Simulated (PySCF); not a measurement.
Species: C6H9OP.
Z-matrix (Å and degrees, PBE0-D3(BJ)/def2-SVP geometry), rows numbered from 1:
```
C 
C   1  1.3339
P   2  1.8084  1  118.16
O   3  1.5003  2  113.37  1    -0.80
C   3  1.8080  2  105.35  1  -125.37
C   5  1.3340  3  118.26  2   124.19
C   3  1.8082  2  105.10  1   123.92
C   7  1.3339  3  118.49  2  -124.92
H   1  1.0941  2  122.10  3  -179.87
H   1  1.0955  2  119.58  3     0.24
H   2  1.0964  1  122.04  3   179.88
H   5  1.0964  3  119.73  2   -56.07
H   6  1.0942  5  122.09  3   179.87
H   6  1.0955  5  119.61  3    -0.05
H   7  1.0965  3  119.55  2    55.03
H   8  1.0942  7  121.87  3   179.97
H   8  1.0955  7  119.77  3     0.01
```

The closed-shell ground state was solved at several levels (PySCF, density fitting, gas phase, non-relativistic).

| level | basis functions | HOMO (eV) | LUMO (eV) | gap (eV) | dipole (D) |
| --- | --- | --- | --- | --- | --- |
| BLYP/pcSseg-1 | 188 | -6.10 | -1.73 | 4.37 | 3.24 |
| mPW1PW91/pcSseg-1 | 188 | -7.80 | -0.93 | 6.87 | 3.36 |
| PBE/pcSseg-1 | 188 | -6.26 | -1.90 | 4.36 | 3.21 |
| BP86/pcSseg-1 | 188 | -6.38 | -1.99 | 4.39 | 3.23 |
| KT2/pcSseg-1 | 188 | -6.41 | -1.88 | 4.53 | 3.14 |

Task: Estimate the row for OPBE/pcSseg-1, a basis of 188 functions; the other rows only guide the guess.

Result: HOMO -6.22 eV, LUMO -1.79 eV, gap 4.43 eV, dipole 3.17 D.

Task: How far do the dipole and the HOMO energy spread over the levels?

Result: The dipole runs from 3.14 to 3.36 D (mean 3.23 D) and the HOMO from -7.80 to -6.10 eV.

One conformer stands for the species.
